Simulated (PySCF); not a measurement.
# Vertical excitation energies

Compound: 1,3-propanesultone, C3H6O3S.
SMILES with atom numbers: `[O:1]=[S:2]1(=[O:3])[CH2:4][CH2:5][CH2:6][O:7]1` (hydrogens: H8, H9 on C4; H10, H11 on C5; H12, H13 on C6)

Level of theory: PySCF 2.14.0, density-fitted response routines, TDDFT PBE0/def2-SVPD, vertical, gas phase, core orbitals frozen in the response. One conformer (not necessarily the lowest) at the PBE0-D3(BJ)/def2-SVP geometry, without solvent, vibrations or thermal averaging.

| state | E (eV) | E (hartree) | f | main configurations (H = HOMO, L = LUMO) |
| --- | --- | --- | --- | --- |
| S1 | 7.74 | 0.2845 | 0.0067 | H→L (82%) |
| S2 | 7.95 | 0.2920 | 0.0095 | H→L+1 (84%) |
| S3 | 8.09 | 0.2974 | 0.0072 | H-1→L (58%), H-1→L+4 (11%) |
| S4 | 8.28 | 0.3045 | 0.020 | H-1→L+1 (65%), H-1→L (11%) |
| S5 | 8.31 | 0.3052 | 0.0071 | H→L+3 (24%), H-2→L (23%), H→L+4 (14%) |
| S6 | 8.43 | 0.3097 | 0.040 | H→L+2 (48%), H-2→L (11%), H-1→L+1 (9%) |
| S7 | 8.46 | 0.3110 | 0.031 | H-2→L+1 (68%), H-2→L (16%) |
| S8 | 8.47 | 0.3114 | 0.0008 | H→L+2 (34%), H-2→L (30%), H→L+4 (14%) |
| S9 | 8.73 | 0.3208 | 0.0008 | H→L+4 (30%), H→L+3 (30%) |
| S10 | 8.78 | 0.3226 | 0.0057 | H-1→L+2 (33%), H-1→L+4 (15%), H→L+4 (10%) |

Triplets, Tamm–Dancoff:

| state | E (eV) | λ (nm) | main configurations (H = HOMO, L = LUMO) |
| --- | --- | --- | --- |
| T1 | 7.26 | 170.8 | H→L (39%), H→L+4 (29%), H→L+3 (19%) |
| T2 | 7.47 | 166.0 | H→L+1 (69%) |
| T3 | 7.70 | 161.1 | H-1→L+1 (24%), H-1→L (21%), H-1→L+4 (17%) |
| T4 | 7.91 | 156.8 | H-1→L+1 (46%), H-1→L (29%) |

The lowest singlet comes at 160 nm (747 kJ/mol) in the vacuum ultraviolet; it is weak; its leading configuration is HOMO→LUMO (82%). The most intense listed level is S6 at 8.43 eV (147 nm, f = 0.040), 0.69 eV above S1. Löwdin shares by element: HOMO oxygen 84%, carbon 5% or more; LUMO carbon 26% or more, sulfur 16%, hydrogen 10% or more (atoms not listed hold the other 49%). Of the 10 states listed, 3 reach f = 0.01 and none stays under 0.0005. The oscillator strengths of these states sum to 0.129; summed over the whole spectrum of an exact calculation they would give the number of electrons, 64 (Thomas–Reiche–Kuhn). Orbital energies (eV): HOMO-3 -10.12, HOMO-2 -9.39, HOMO-1 -9.17, HOMO -8.74, LUMO 0.16, LUMO+1 0.53, LUMO+2 0.82. All these states lie below the vertical ionisation energy of 10.81 eV (ΔSCF). Only the lowest 10 singlets were computed, as vertical energies without vibronic structure.
